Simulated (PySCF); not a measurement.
C5H12NP.
SMILES: `C/C=P/N(C)CC`

Method: TDDFT B3LYP/def2-SVPD, vertical, gas phase, core orbitals frozen in the response in PySCF 2.14.0, density-fitted response routines. The structure is a single GFN2-xTB conformer in the gas phase; no vibrational or solvent corrections. Torsions of this conformer, `[CH3:1]/[CH:2]=[P:3]/[N:4]([CH3:5])[CH2:6][CH3:7]`: C2–P3–N4–C5 4°, P3–N4–C6–C7 92°.

Orbital energies (eV): HOMO-3 -9.45, HOMO-2 -7.64, HOMO-1 -7.44, HOMO -5.51, LUMO -0.80, LUMO+1 0.40, LUMO+2 0.64.

Among the lowest singlets, which states do these configurations lead, and at what energies: HOMO-2→LUMO, HOMO→LUMO+1, HOMO→LUMO, HOMO→LUMO+2, HOMO-1→LUMO?

```
state  leading configuration  weight  Δε (eV)  E (eV)  E − Δε (eV)       f  other configurations
   S1              HOMO→LUMO    0.93     4.71    4.47        -0.24   0.187                     –
   S2            HOMO→LUMO+1    0.79     5.90    5.06        -0.84  0.0068           H→L+2 (19%)
   S3            HOMO→LUMO+2    0.75     6.14    5.23        -0.91   0.029           H→L+1 (19%)
   S4            HOMO-1→LUMO    0.90     6.64    5.70        -0.94   0.029                     –
   S8            HOMO-2→LUMO    0.85     6.84    6.37        -0.47   0.076                     –
```

E − Δε runs from -0.94 to -0.24 eV. Among themselves, these states come in the order of their orbital differences. Δε is the difference of the two orbital energies.

H and L stand for HOMO and LUMO. The other states: S5 5.97 eV, f 0.0039, H→L+3 (91%); S6 6.10 eV, f 0.0005, H→L+4 (90%); S7 6.11 eV, f 0.027, H→L+5 (90%).

Pair triplets and singlets of the same leading configuration (75% or more in both) and give the splittings.

```tsv
configuration	triplet	E(T) (eV)	singlet	E(S) (eV)	E(S) − E(T) (eV)
HOMO→LUMO	T1	2.67	S1	4.47	+1.80
HOMO-1→LUMO	T2	4.55	S4	5.70	+1.15
```

The 3 triplets are Tamm–Dancoff values, the singlets full response.

Summed over the main configurations (up to three a state, each over 8%) of all 8 singlets, the electron leaves HOMO with weight 5.57, HOMO-1 with weight 0.90 and HOMO-2 with weight 0.85.

The run took 2.2 min wall (grids of density and orbitals included) on one thread of an Intel Xeon at 2.50 GHz (shared host), and the process peaked at 1.1 GiB of memory.
